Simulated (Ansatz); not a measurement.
A nudged elastic band was laid between two geometries of ClF$_{2}$GeH (5 atoms, charge 0, multiplicity 1).

The calculation used Ansatz, RKS PBE/def2-SVP.

```yaml
movable_images: 7
climbing_image: yes
spring: 5.0 eV/Å²
optimiser: quadratic models (default)
start_path: through a guess of the saddle point
force_threshold: 0.05 eV/Å
iteration_limit: 60
end_points: relaxed
```

First end point:

```xyz
5
Properties=species:S:1:pos:R:3
Ge 0.210 0.045 0.241
H 0.186 -0.002 1.777
F 1.849 0.029 -0.340
Cl -0.778 1.754 -0.592
F -0.527 -1.385 -0.421
```

Last end point:

```xyz
5
Properties=species:S:1:pos:R:3
Ge -0.596 0.565 0.868
H 1.114 -0.757 0.173
F 1.639 -0.013 0.534
Cl -0.807 1.757 -0.986
F -0.411 -1.111 0.075
```

Question: What changes between the two ends?

Answer: Bonds broken: Ge1–H2. Bonds formed: H2–F3. ClF2GeH becomes ClFGe + FH.

Question: Give the energies along the band, and the barrier.

Answer: The run converged. The highest image is number 2 of 0 to 8, 2.01 eV above the first end and 1.56 eV above the last; the last end lies 0.46 eV above the first. Neighbouring images differ by up to 1.3 eV, so the band resolves the path poorly. A vibrational analysis at the climbing image gives one clearly imaginary mode, 1115i cm⁻¹: a first-order saddle point. The orbitals stay closed-shell, which can raise the energy where a bond breaks towards radicals; this wasn't checked here.

```tsv
image	path coordinate (Å)	energy (eV)	Ge1–H2 (Å)	H2–F3 (Å)
0	0.00	0.00	1.54	2.69
1	0.62	0.68	1.53	2.07
2	1.24	2.01	1.63	1.38
3	1.76	1.04	2.06	0.97
4	2.27	0.81	2.70	0.94
5	2.79	0.78	2.92	0.94
6	3.30	0.72	2.88	0.94
7	3.82	0.59	2.65	0.94
8	4.33	0.46	2.27	0.98
```

Question: What is the geometry of the highest image?

Answer: 
```xyz
5
Properties=species:S:1:pos:R:3:forces:R:3
Ge -0.233 0.050 0.351 0.00 0.00 0.01
H 0.961 -0.024 1.452 -0.01 0.00 0.00
F 1.740 0.004 0.308 0.01 0.00 -0.01
Cl -0.860 1.756 -0.833 0.00 0.00 0.00
F -0.669 -1.346 -0.614 0.00 0.00 0.00
```

The band took 16 iterations and roughly 4 core-minutes.

The run took 120 s on 2 threads of AMD EPYC 7R43 64-Core Processor (Zen 3) (shared host), peak memory 0.14 GiB.
